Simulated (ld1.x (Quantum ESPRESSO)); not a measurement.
## As (Z = 33), TM: configuration errors across variants

arsenic, norm-conserving Troullier–Martins (Kleinman–Bylander form), made with ld1.x (Quantum ESPRESSO) 7.5 (PBE, scalar-relativistic). Core [Ar], reference 3d10 4s2 4p3. Waves: 4s (bound): rc 1.25 bohr; 4p (bound): rc 1.55 bohr; 3d (bound): rc 0.60 bohr. Local part: all-electron potential smoothed inside 0.50 bohr (lloc = -1). Core correction: a·sin(br)/r model core inside 0.35 bohr.

All-electron excitation energies from the reference (eV): (1) 3d10 4s2 4p2 9.149; (2) 3d10 4s2 4p1 27.067; (3) 3d10 4s2 4p0 54.770; (4) 3d10 4s2 4p2.5 3.555; (5) 3d10 4s1 4p3 19.256; (6) 3d10 4s2 4p3.3 -1.234.

Tests that are not counted but printed errors over 1 eV. “base”: 3d9 4s2 4p3 (solver errors, printed error -2700 eV). “local potential all-electron potential smoothed inside 0.60 bohr (lloc = -1)”: 3d9 4s2 4p3 (solver errors, printed error -2868 eV). “local potential all-electron potential smoothed inside 0.72 bohr (lloc = -1)”: 3d9 4s2 4p3 (solver errors, printed error -2900 eV).

4 further variants failed, have other tests or too few solved ones, and are left out.

A true bound ghost makes a file unfit for plane-wave use even where its test errors are small: the radial tests pick states by their node count and pass the ghost by. Where a test does run into it, the solver fails or the error is huge.

Errors AE − PS in meV (a dash: test not solved or not reliable):

| change | (1) | (2) | (3) | (4) | (5) | (6) | bound ghosts |
| --- | --- | --- | --- | --- | --- | --- | --- |
| base | +1.0 | +7.9 | +22 | -0.1 | +4.2 | +0.3 | s, p |
| local potential all-electron potential smoothed inside 0.60 bohr (lloc = -1) | +0.1 | +2.7 | +6.4 | -0.2 | +1.4 | +0.2 | s, p |
| local potential all-electron potential smoothed inside 0.72 bohr (lloc = -1) | -1.5 | -3.8 | -2.1 | -0.6 | -5.0 | +0.1 | s, p |
| local potential all-electron potential smoothed inside 0.96 bohr (lloc = -1) | +2.3 | +8.1 | -14 | +0.3 | +13 | +0.4 | s |
| local potential all-electron potential smoothed inside 1.10 bohr (lloc = -1) | +0.3 | -2.0 | -34 | -0.1 | +5.7 | +0.3 | s |
| local potential all-electron potential smoothed inside 1.66 bohr (lloc = -1) | +1.0 | +6.5 | +11 | – | – | – | not determined |

**Question.** Give the same row for: local potential all-electron potential smoothed inside 0.88 bohr (lloc = -1).

**Answer.** +5.2, +21, -10, +0.9, +26, +0.5; bound ghosts: s.
